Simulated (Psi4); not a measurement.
H₄BN, charge +1, doublet, geometry from GFN2-xTB of the parent state (a state made from the parent by changing its charge; the spin is typed, not shown lowest); B3LYP/STO-3G (Psi4).

Here is a job for Psi4.
```
memory 2 GB

molecule {
1 2
  B    -0.77307193    0.03810398   -0.00610888
  N     0.60276472   -0.02970970    0.00476310
  H    -1.38946287   -0.95786383   -0.02622734
  H    -1.28877919    1.08987185    0.00506365
  H     1.20319210    0.77796860    0.02194645
  H     1.12105659   -0.89252861   -0.00358004
}

set basis sto-3g
set reference uks

energy('b3lyp')
print_variables()
```

### Question
What does Psi4 print? Leave out banner, timings and long lists.

### Answer

```
   => Loading Basis Set <=

    Name: STO-3G
    Role: ORBITAL
    Keyword: BASIS

         ---------------------------------------------------------
                                   SCF
               by Justin Turney, Rob Parrish, Andy Simmonett
                          and Daniel G. A. Smith
                              UKS Reference
         ---------------------------------------------------------

  ==> Geometry <==

    Molecular point group: c1
    Full point group: C1

    Geometry (in Angstrom), charge = 1, multiplicity = 2:

       Center              X                  Y                   Z               Mass
    ------------   -----------------  -----------------  -----------------  -----------------
         B           -0.758363416885     0.037379011087    -0.005992653255    11.009305360000
         N            0.617473233115    -0.030434668913     0.004879326745    14.003074004430
         H           -1.374754356885    -0.958588798913    -0.026111113255     1.007825032230
         H           -1.274070676885     1.089146881087     0.005179876745     1.007825032230
         H            1.217900613115     0.777243631087     0.022062676745     1.007825032230
         H            1.135765103115    -0.893253578913    -0.003463813255     1.007825032230

  Running in c1 symmetry.

  Rotational constants: A =      4.77750  B =      0.93432  C =      0.78149 [cm^-1]
  Rotational constants: A = 143225.89889  B =  28010.32712  C =  23428.47874 [MHz]
  Nuclear repulsion =   32.535521093440920

  Charge       = 1
  Multiplicity = 2
  Electrons    = 15
  Nalpha       = 8
  Nbeta        = 7

  ==> Algorithm <==

  SCF Algorithm Type is DF.
  DIIS enabled.
  MOM disabled.
  Fractional occupation disabled.
  Guess Type is SAD.
  Energy threshold   = 1.00e-06
  Density threshold  = 1.00e-06
  Integral threshold = 1.00e-12

  ==> Primary Basis <==

  Basis Set: STO-3G
    Blend: STO-3G
    Number of shells: 10
    Number of basis functions: 14
    Number of Cartesian functions: 14
    Spherical Harmonics?: true
    Max angular momentum: 1

  ==> DFT Potential <==

   => LibXC <=

    Version 7.1.2
    S. Lehtola, C. Steigemann, M. J. T. Oliveira, and M. A. L. Marques,  SoftwareX 7, 1–5 (2018) (10.1016/j.softx.2017.11.002)

   => Composite Functional: B3LYP <=

    B3LYP Hyb-GGA Exchange-Correlation Functional

    P. J. Stephens, F. J. Devlin, C. F. Chabalowski, and M. J. Frisch,  J. Phys. Chem. 98, 11623 (1994) (10.1021/j100096a001)

[...]
      Ntotal   =   15.0000083763 ; deviation = 8.376e-06

   @Spin Contamination Metric:   2.310932367E-03
   @S^2 Expected:                7.500000000E-01
   @S^2 Observed:                7.523109324E-01
   @S   Expected:                5.000000000E-01
   @S   Observed:                5.000000000E-01

    Orbital Energies [Eh]
    ---------------------

    Alpha Occupied:

[...]
    Alpha Virtual:

[...]
    Beta Occupied:

[...]
       7A     -0.580931

    Beta Virtual:

[...]
      14A      0.314504

    Final Occupation by Irrep:
              A
    DOCC [     7 ]
    SOCC [     1 ]
    NA   [     8 ]
    NB   [     7 ]

  @DF-UKS Final Energy:   -80.62259103118609

   => Energetics <=

    Nuclear Repulsion Energy =             32.5355210934409200
    One-Electron Energy =                -166.8459661426093987
    Two-Electron Energy =                  63.4771794386385508
    DFT Exchange-Correlation Energy =      -9.7893254206561391
    Empirical Dispersion Energy =           0.0000000000000000
    VV10 Nonlocal Energy =                  0.0000000000000000
    Total Energy =                        -80.6225910311860758

  UHF NO Occupations:
  HONO-2 :    6  A 1.9996756
  HONO-1 :    7  A 1.9993220
  HONO-0 :    8  A 1.0000000
  LUNO+0 :    9  A 0.0006780
  LUNO+1 :   10  A 0.0003244
  LUNO+2 :   11  A 0.0001500
  LUNO+3 :   12  A 0.0000027

Computation Completed

Properties will be evaluated at   0.000000,   0.000000,   0.000000 [a0]

Properties computed using the SCF density matrix

 Multipole Moments:

 ------------------------------------------------------------------------------------
     Multipole            Electronic (a.u.)      Nuclear  (a.u.)        Total (a.u.)
 ------------------------------------------------------------------------------------

 L = 1.  Multiply by 2.5417464519 to convert [e a0] to [Debye]
 Dipole X            :          0.7251717            0.4447210            1.1698928
 Dipole Y            :         -0.0357430           -0.0219199           -0.0576629
 Dipole Z            :          0.0057304            0.0035142            0.0092446
 Magnitude           :                                                    1.1713495

 ------------------------------------------------------------------------------------

  Variable Map:
  ----------------------------------------------------------------------------
[...]
  Array Variable Map:
  ----------------------------------------------------------------------------
[...]
[...]
```
